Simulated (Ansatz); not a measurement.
`FCCBS` + H₂ → `CCBS` + H–F  (hydrogenolysis of a C–F bond)

Computed with Ansatz on PBE0-D4/def2-TZVP structures; ΔE is electronic, products minus reactants. CCSD(T)/CBS is the MP2 limit (def2-TZVPP, def2-QZVPP) plus CCSD(T) − MP2 in def2-TZVPP, frozen cores. This one scheme is used for every species. DFT in def2-TZVPP. B3LYP here is the variant with VWN-RPA as its local correlation; programs differ in this. Each species was taken in one conformer, which may not be the lowest.

```
             level  ΔE (kcal/mol)
         r2SCAN-D4          -20.5
            r2SCAN          -20.6
             B3LYP          -21.3
SCS-MP2/def2-TZVPP          -23.2
CCSD(T)/def2-TZVPP          -23.0
     HF/def2-QZVPP          -22.4
     MP2/CBS(def2)          -25.2
    CCSD/CBS(def2)          -24.2
```

**Question.** What does CCSD(T)/CBS give? (Estimate.)

**Answer.** Computed: -23.7 kcal/mol. The listed levels differ from it by 3.2, 3.1, 2.4, 0.5, 0.7, 1.3, -1.5, -0.5 kcal/mol.

Largest T1 diagnostic among the species: 0.013.

From PBE to PBE0 (25 % exact exchange), in def2-TZVPP and without D4, ΔE moves by −1.6 kcal/mol.
